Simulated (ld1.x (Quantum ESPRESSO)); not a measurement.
# Sb: excitation energies, all-electron against PAW

| Item | Value |
| --- | --- |
| Element | Sb |
| Generator | ld1.x (Quantum ESPRESSO) 7.5 |
| Type | PAW |
| Functional | LDA (PZ) |
| Relativity | scalar-relativistic |
| Frozen core | [Kr] |
| Valence charge | 15 |
| Reference configuration | 4d10 5s2 5p3 |
| Partial waves | 5s (bound): rcut 1.75, rcutus 2.25 bohr; 5s channel at 1.4 Ry: rcut 1.75, rcutus 2.25 bohr; 5p (bound): rcut 1.45, rcutus 1.80 bohr; 5p channel at 2.3 Ry: rcut 1.45, rcutus 1.80 bohr; 4d (bound): rcut 1.35, rcutus 1.80 bohr; 4d channel at -0.65 Ry: rcut 1.35, rcutus 1.80 bohr |
| Local potential | all-electron potential smoothed inside 1.50 bohr (lloc = -1) |
| Core correction | Bessel-smoothed model core inside 1.34 bohr |
| Augmentation charge | BESSEL, radius 1.15 bohr |

Energies are relative to the spin-unpolarised reference configuration 4d10 5s2 5p3; without spin polarisation the order of configurations can differ from experiment. Spin-polarised rows fill each open shell by Hund’s rule, majority spin first.

```tsv
valence configuration	charge	ΔE all-electron (eV)	error AE − PS (meV)
4d10 5s2 5p2	+1	8.521	-2.3
4d10 5s2 5p1	+2	24.774	-7.7
4d10 5s2 5p0	+3	49.559	-19
4d10 5s1 5p4	0	8.209	-0.3
4d9 5s2 5p3	+1	40.796	-323
4d9 5s2 5p4	0	31.004	-300
4d10 5s1 5p3	+1	17.339	-3.3
4d10 5s2 5p3 (spin-polarised)	0	-1.092	-0.2
```

What are ΔE and the potential's error for 4d10 5s2 5p2 (spin-polarised)?

ΔE = 7.930 eV all-electron; the error (AE − PS) is -2.5 meV.

Levels in the configuration 4d10 5s2 5p0:

```csv
level,all-electron (eV),pseudo (eV)
4d,-62.943,-63.039
5s,-39.398,-39.399
```

Note: ghost states, extra bound levels that the all-electron valence spectrum of the same l lacks: s at -81.7 eV, p at -38.6 eV. A true bound ghost makes a file unfit for plane-wave use.
